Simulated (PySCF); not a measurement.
1,1-dichloro-3,3-difluoroprop-1-ene (C3H2Cl2F2), SMILES FC(F)C=C(Cl)Cl. Coordinates come from a B3LYP-D3(BJ)/def2-SVP optimisation. The values are those of a single conformer.

Question: Give the equilibrium geometry at B3LYP-D3(BJ)/def2-SVP (PySCF confirms it by a frequency run) as a Z-matrix, and its point group. (Estimate from the structure and the level; the computed values follow.)

Answer: This is not unique; one that fits is point group Cs.
```
C
C 1 1.3369
H 1 1.0925 2 118.83
C 1 1.4940 3 115.98 2 180.00
F 4 1.3620 1 109.49 3 58.55
F 4 1.3620 5 107.07 1 118.61
H 4 1.1008 5 108.65 6 117.18
Cl 2 1.7319 1 121.98 3 0.00
Cl 2 1.7384 1 123.91 3 180.00
```
Charge 0, spin multiplicity 1.
